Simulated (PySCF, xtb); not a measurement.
F2H5NSi2, SMILES F[SiH](F)N[SiH3]. The values are those of a single conformer.

Harmonic wavenumbers (cm⁻¹) from xtb with GFN2-xTB at its own minimum, in rising order: 36, 63, 122, 200, 251, 288, 313, 573, 579, 646, 669, 727, 750, 788, 804, 842, 889, 1019, 1200, 2215, 2265, 2302, 2449, 3483.

Q: What does PySCF with PBE-D3(BJ)/def2-SVP give at its own minimum? (An estimate is asked for; the answer gives what the named calculation found.)

A: 26, 78, 176, 217, 268, 363, 417, 601, 690, 758, 792, 823, 865, 894, 914, 931, 934, 976, 1167, 2160, 2163, 2191, 2271, 3490. Paired by order, the mean absolute difference is 73 cm⁻¹ and the zero-point energies are 33.6 and 34.5 kcal/mol.
